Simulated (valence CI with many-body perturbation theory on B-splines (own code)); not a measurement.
# E1 line list for W LX

Level of theory: relativistic CI+MBPT: five valence electrons over a frozen Dirac-Fock core [Ne], radial functions for each j: 9 s, 9 p, 8 d, 6 f, 3 g, 1 h, with the one-electron correlation potential Σ1 (screened to all orders), the two-electron term Σ2, the three-electron term Σ3, Breit, model QED; selected single and double excitations, second order for the rest (own B-spline code, finite nucleus).

The last digits are not significant, and no measured levels were compared; by estimate large intervals hold to a few tenths of a per cent, small ones and those within an open d or f shell to about a per cent. Among the levels kept, up to 540 cm⁻¹ of a level comes from second order outside the variational space, and about a tenth of that is noise between levels of different J, which matters for small intervals.

Lines 101 to 150 of 221 in falling wavelength, among levels below 931.50 eV, chosen from the strongest by gf and those to the six lowest levels. Wavelengths and rates use the calculated energies. Electric multipoles are in the length gauge, E1 and E2 with the static RPA response of the core. Weak lines are less certain than strong ones. Lines between different terms over intervals too small for the method are left out, as are lines whose strength nearly cancels. The highest levels of a list are the least certain.

Levels are named by their leading jj configuration (3d3/2^4 stands for four electrons in 3d with j = 3/2), which in mixed levels can hold well under half, so a name can repeat and another be missing. Letters in brackets count levels of one name in rising energy.

```tsv
λ vac (nm)	Upper	Lower	A (s⁻¹)	S (a.u.)
5.020	(3s^2 3p1/2 3d3/2 3d5/2) J=9/2	(3s^2 3p1/2 3p3/2 3d5/2) J=9/2	1.76e+10	1.10e-02
4.983	(3s^2 3p1/2 3d3/2^2) J=3/2	(3s^2 3p1/2 3p3/2 3d3/2) J=5/2 [b]	6.97e+09	1.70e-03
4.917	(3s^2 3p1/2 3p3/2 3d3/2) J=1/2 [b]	(3s^2 3p1/2 3p3/2^2) J=1/2	5.89e+08	6.91e-05
4.904	(3s^2 3p1/2 3p3/2 3d3/2) J=3/2 [b]	(3s^2 3p1/2 3p3/2^2) J=1/2	1.09e+09	2.53e-04
4.880	(3s 3p1/2^2 3p3/2 3d5/2) J=7/2 [b]	(3s^2 3p1/2 3p3/2 3d3/2) J=5/2 [b]	1.75e+09	8.04e-04
4.875	(3s 3p1/2^2 3p3/2 3d3/2) J=3/2 [b]	(3s 3p1/2^2 3p3/2^2) J=5/2	3.94e+09	9.02e-04
4.819	(3s^2 3p1/2 3p3/2 3d3/2) J=5/2 [b]	(3s^2 3p1/2 3p3/2^2) J=5/2	3.06e+09	1.01e-03
4.623	(3s^2 3p1/2 3p3/2 3d3/2) J=3/2 [b]	(3s^2 3p1/2 3p3/2^2) J=5/2	1.48e+09	2.89e-04
4.607	(3s^2 3p1/2 3p3/2 3d3/2) J=5/2 [b]	(3s^2 3p1/2 3p3/2^2) J=3/2	1.16e+07	3.35e-06
4.453	(3s^2 3p1/2 3d3/2 3d5/2) J=5/2	(3s^2 3p1/2 3p3/2 3d3/2) J=3/2 [b]	3.75e+09	9.81e-04
4.439	(3s^2 3p1/2 3p3/2 3d3/2) J=1/2 [b]	(3s^2 3p1/2 3p3/2^2) J=3/2	8.59e+09	7.41e-04
4.428	(3s^2 3p1/2 3p3/2 3d3/2) J=3/2 [b]	(3s^2 3p1/2 3p3/2^2) J=3/2	8.89e+07	1.52e-05
4.218	(3s^2 3p1/2 3p3/2 3d5/2) J=3/2 [a]	(3s^2 3p1/2 3p3/2^2) J=1/2	1.83e+09	2.70e-04
4.212	(3s 3p1/2^2 3p3/2 3d5/2) J=5/2 [a]	(3s 3p1/2^2 3p3/2^2) J=3/2	3.28e+09	7.26e-04
4.177	(3s^2 3p1/2 3p3/2 3d5/2) J=7/2 [a]	(3s^2 3p1/2 3p3/2^2) J=5/2	1.02e+09	2.93e-04
4.113	(3s 3p1/2^2 3p3/2 3d5/2) J=3/2 [a]	(3s 3p1/2^2 3p3/2^2) J=1/2	1.78e+10	2.44e-03
4.087	(3s 3p1/2^2 3p3/2 3d5/2) J=3/2 [a]	(3s 3p1/2^2 3p3/2^2) J=3/2	5.45e+10	7.34e-03
4.044	(3s 3p1/2^2 3p3/2 3d5/2) J=5/2 [b]	(3s^2 3p1/2 3p3/2 3d3/2) J=3/2 [a]	8.89e+09	1.74e-03
4.008	(3s^2 3p1/2 3p3/2 3d5/2) J=3/2 [a]	(3s^2 3p1/2 3p3/2^2) J=5/2	2.07e+10	2.63e-03
3.963	(3s^2 3p1/2 3p3/2 3d5/2) J=5/2 [a]	(3s^2 3p1/2 3p3/2^2) J=5/2	9.69e+10	1.79e-02
3.951	(3s^2 3p1/2 3d3/2^2) J=3/2	(3s 3p1/2^2 3p3/2^2) J=3/2	1.51e+10	1.84e-03
3.937	(3s^2 3p1/2 3d3/2 3d5/2) J=7/2	(3s^2 3p1/2 3p3/2 3d3/2) J=7/2	5.34e+10	1.29e-02
3.887	(3s^2 3p1/2 3d3/2 3d5/2) J=5/2	(3s^2 3p1/2 3p3/2 3d3/2) J=7/2	1.94e+10	3.37e-03
3.861	(3s^2 3p1/2 3p3/2 3d5/2) J=3/2 [a]	(3s^2 3p1/2 3p3/2^2) J=3/2	1.58e+11	1.79e-02
3.826	(3s^2 3p1/2^2 3d5/2) J=5/2	(3s^2 3p1/2^2 3p3/2) J=3/2	2.35e+11	3.91e-02
3.825	(3s 3p1/2^2 3p3/2 3d5/2) J=5/2 [a]	(3s 3p1/2^2 3p3/2^2) J=5/2	1.72e+11	2.85e-02
3.819	(3s^2 3p1/2 3p3/2 3d5/2) J=5/2 [a]	(3s^2 3p1/2 3p3/2^2) J=3/2	5.61e+10	9.25e-03
3.803	(3s 3p1/2^2 3p3/2 3d5/2) J=1/2	(3s 3p1/2^2 3p3/2^2) J=1/2	2.94e+11	1.59e-02
3.789	(3s^2 3p1/2 3d3/2 3d5/2) J=7/2	(3s^2 3p1/2 3p3/2 3d3/2) J=5/2 [a]	2.14e+11	4.60e-02
3.784	(3s^2 3p1/2 3p3/2 3d5/2) J=3/2 [b]	(3s^2 3p1/2 3p3/2^2) J=1/2	2.62e+11	2.81e-02
3.782	(3s^2 3p1/2 3d3/2 3d5/2) J=5/2	(3s^2 3p1/2 3p3/2 3d3/2) J=3/2 [a]	1.63e+11	2.61e-02
3.781	(3s 3p1/2^2 3p3/2 3d5/2) J=1/2	(3s 3p1/2^2 3p3/2^2) J=3/2	2.50e+10	1.33e-03
3.767	(3s^2 3p1/2 3d3/2 3d5/2) J=9/2	(3s^2 3p1/2 3p3/2 3d3/2) J=7/2	2.80e+11	7.38e-02
3.742	(3s^2 3p1/2 3d3/2 3d5/2) J=5/2	(3s^2 3p1/2 3p3/2 3d3/2) J=5/2 [a]	1.37e+11	2.13e-02
3.740	(3s^2 3p1/2 3p3/2 3d5/2) J=1/2	(3s^2 3p1/2 3p3/2^2) J=1/2	4.04e+11	2.08e-02
3.738	(3s 3p1/2^2 3p3/2 3d5/2) J=7/2 [a]	(3s 3p1/2^2 3p3/2^2) J=5/2	2.81e+11	5.80e-02
3.723	(3s 3p1/2^2 3p3/2 3d5/2) J=5/2 [b]	(3s 3p1/2^2 3p3/2^2) J=3/2	4.29e+11	6.56e-02
3.722	(3s^2 3p1/2 3p3/2 3d5/2) J=5/2 [b]	(3s^2 3p1/2 3p3/2^2) J=5/2	1.19e+11	1.82e-02
3.722	(3s 3p1/2^2 3p3/2 3d5/2) J=3/2 [a]	(3s 3p1/2^2 3p3/2^2) J=5/2	4.29e+10	4.36e-03
3.721	(3s 3p1/2^2 3p3/2 3d5/2) J=3/2 [b]	(3s 3p1/2^2 3p3/2^2) J=1/2	2.10e+11	2.14e-02
3.709	(3s^2 3p1/2 3d3/2 3d5/2) J=3/2	(3s^2 3p1/2 3p3/2 3d3/2) J=3/2 [a]	2.03e+11	2.04e-02
3.708	(3s^2 3p1/2 3p3/2 3d5/2) J=7/2 [b]	(3s^2 3p1/2 3p3/2^2) J=5/2	4.78e+11	9.63e-02
3.706	(3s^2 3p1/2 3d3/2 3d5/2) J=3/2	(3s^2 3p1/2 3p3/2 3d3/2) J=1/2 [a]	1.20e+11	1.21e-02
3.700	(3s 3p1/2^2 3p3/2 3d5/2) J=3/2 [b]	(3s 3p1/2^2 3p3/2^2) J=3/2	3.31e+10	3.31e-03
3.684	(3s^2 3p1/2 3d3/2 3d5/2) J=1/2	(3s^2 3p1/2 3p3/2 3d3/2) J=3/2 [a]	8.51e+10	4.20e-03
3.681	(3s^2 3p1/2 3d3/2 3d5/2) J=1/2	(3s^2 3p1/2 3p3/2 3d3/2) J=1/2 [a]	3.05e+11	1.50e-02
3.670	(3s^2 3p1/2 3d3/2 3d5/2) J=3/2	(3s^2 3p1/2 3p3/2 3d3/2) J=5/2 [a]	4.74e+10	4.62e-03
3.614	(3s^2 3p1/2 3p3/2 3d5/2) J=3/2 [b]	(3s^2 3p1/2 3p3/2^2) J=5/2	6.57e+10	6.12e-03
3.609	(3s^2 3p1/2 3d3/2^2) J=3/2	(3s 3p1/2^2 3p3/2^2) J=5/2	6.67e+09	6.19e-04
3.595	(3s^2 3p1/2 3p3/2 3d5/2) J=5/2 [b]	(3s^2 3p1/2 3p3/2^2) J=3/2	6.07e+11	8.34e-02
```
